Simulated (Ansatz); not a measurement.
Input and output for C2H3Cl3Si (`C=C[Si](Cl)(Cl)Cl`).

```yaml
crystal:
  periodic: [false, false, false]
  atoms:
    - {symbol: C, position_ang: [-0.472610, -0.383942, 1.480974]}
    - {symbol: C, position_ang: [0.370425, 0.212241, 0.644617]}
    - {symbol: Si, position_ang: [0.200871, 0.167144, -1.183365]}
    - {symbol: Cl, position_ang: [-1.437071, -0.908973, -1.735762]}
    - {symbol: Cl, position_ang: [1.853143, -0.675510, -2.026103]}
    - {symbol: Cl, position_ang: [0.023644, 2.056734, -1.923844]}
    - {symbol: H, position_ang: [-0.337853, -0.334022, 2.557140]}
    - {symbol: H, position_ang: [-1.330523, -0.945376, 1.125182]}
    - {symbol: H, position_ang: [1.218474, 0.765406, 1.043964]}
basis:
  gaussian: {orbitals: cc-pVDZ, nuclear_model: gaussian}
total_charge: -1
magnetization: {spin_polarized: true, initial_magnetization: 1}
hamiltonian: {xc: {name: PBE0-DH}}
output: {forces: true}
```

```sh
$ ansatz run in.yaml --threads 4 --pin off --events-out ev --progress --plain --max-ram 10444MiB
```

It prints (some lines left out):

```
Functional definition: PBE0-DH
1160 factors; integrals over basis functions are off by at most 1.2e-3 eV
mean field evaluation 1: about -47542.3914 eV, gradient 3.0e1 eV
mean field evaluation 2: about -47542.4809 eV, gradient 3.0e1 eV
mean field evaluation 4: about -47547.1076 eV, gradient 7.7e0 eV
mean field evaluation 8: about -47547.5774 eV, gradient 5.5e-1 eV
mean field evaluation 16: about -47547.5843 eV, gradient 1.4e-3 eV
mean field -47547.58431249 eV, -1747.3414945739 hartree, gradient 8.4e-6 eV, S^2 0.756791; 2 other end points of the search recorded, 0 dependent functions left out
22 core orbitals not correlated: weight in the atoms' cores, before any rotation towards them, 1.000 or more for the frozen orbitals, at most 0.000 for the correlated occupied ones
reference -47547.58432859 eV, -1747.3414951655 hartree; 19, 18 occupied and 74, 75 virtual orbitals, 1160 factors
second order -25.83828452 eV of doubles, -0.00000000 eV of singles
Total energy: -47550.81411416 eV, -1747.4601875958 hartree
Atom 0 at    -0.472610    -0.383942     1.480974 Å, force    -2.939844    -2.091310     3.240487 eV/Å
Atom 1 at     0.370425     0.212241     0.644617 Å, force     2.239386     1.676235    -4.681705 eV/Å
Atom 2 at     0.200871     0.167144    -1.183365 Å, force     0.168882    -0.067727     4.844728 eV/Å
Atom 3 at    -1.437071    -0.908973    -1.735762 Å, force    -0.880868    -0.565025    -0.667843 eV/Å
Atom 4 at     1.853143    -0.675510    -2.026103 Å, force     1.346233    -0.448797    -1.505490 eV/Å
Atom 5 at     0.023644     2.056734    -1.923844 Å, force     0.047229     1.491394    -1.432500 eV/Å
Atom 6 at    -0.337853    -0.334022     2.557140 Å, force    -0.036015    -0.034193     0.268922 eV/Å
Atom 7 at    -1.330523    -0.945376     1.125182 Å, force    -0.206565    -0.140193     0.048064 eV/Å
Atom 8 at     1.218474     0.765406     1.043964 Å, force     0.261562     0.179616    -0.114663 eV/Å
Dipole moment:     0.089448     0.090834    -0.824816 e Å
```

Run time 10 s (4 threads of an Arm Neoverse V2 on a shared host); peak host memory 0.52 GiB.
